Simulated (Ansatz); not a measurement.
Reactions of `[OH][SnH]([Cl])[SiH2]F`.

Calculated with Ansatz (gas phase, PBE0-D4/def2-TZVP geometries, no zero-point term in ΔE). CCSD(T)/CBS adds triple-zeta CCSD(T) − MP2 to the extrapolated MP2 energy (def2 sets, frozen cores). This one scheme is used for every species. Functionals use def2-TZVPP. B3LYP here is the variant with VWN-RPA as its local correlation; programs differ in this. def2 core potentials past Kr. For Sn outer-core shells are correlated without core-valence functions, which leaves a few kJ/mol of doubt a bond. Each species was taken in one conformer, which may not be the lowest.

| reaction | CCSD/CBS(def2) (eV) | MP2/CBS(def2) (eV) | ωB97M-V (eV) | B3LYP-D4 (eV) |
| --- | --- | --- | --- | --- |
| `[OH][SnH]([Cl])[SiH2]F` + `N[Si](F)(Cl)Cl` → `F[SiH2]N[Si](F)(Cl)Cl` + `[OH][SnH2][Cl]` | -0.58 | -0.58 | -0.60 | -0.53 |
| `[OH][SnH]([Cl])[SiH2]F` + `O[SiH](O)O` → `O[SiH](O)O[SiH2]F` + `[OH][SnH2][Cl]` | -1.18 | -1.15 | -1.17 | -1.12 |
| `[OH][SnH]([Cl])[SiH2]F` + `BO` → `BO[SiH2]F` + `[OH][SnH2][Cl]` | -0.91 | -0.89 | -0.89 | -0.82 |
| `[OH][SnH]([Cl])[SiH2]F` + `OBO` → `OB(O)[SiH2]F` + `[OH][SnH2][Cl]` | 0.54 | 0.60 | 0.51 | 0.55 |

(1) Give the CCSD(T)/CBS values in the same order. (Best estimate.)

Largest T1 diagnostic: 0.014, for `BO`.

Results:

(1) Ansatz gave: -0.57, -1.15, -0.88, 0.54 eV.
